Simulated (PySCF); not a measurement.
Correlation energy of P³⁺ (phosphorus, charge +3)

[Ne] 3s2, closed-shell 1S. All numbers are calculated (PySCF 2.14, no relativity, point nucleus, in aug-cc-pwCVTZ). Frozen: 1s2; 10 electrons correlated.

MP2 pair energies summed by pair of shells (mhartree):

```tsv
pair	energy	share (%)
2p-2p	-174.40	59.1
2s-2p	-43.84	14.9
3s-3s	-36.14	12.2
2p-3s	-29.16	9.9
2s-2s	-8.19	2.8
2s-3s	-3.44	1.2
```

Total MP2 correlation energy: -295.16 mhartree.

Same-spin part -74.91 and opposite-spin part -220.26 mhartree; SCS-MP2 scales them by 1/3 and 6/5 to -289.28 mhartree.

MP2 falls well short for the outer s pair, which is nearly degenerate with np².
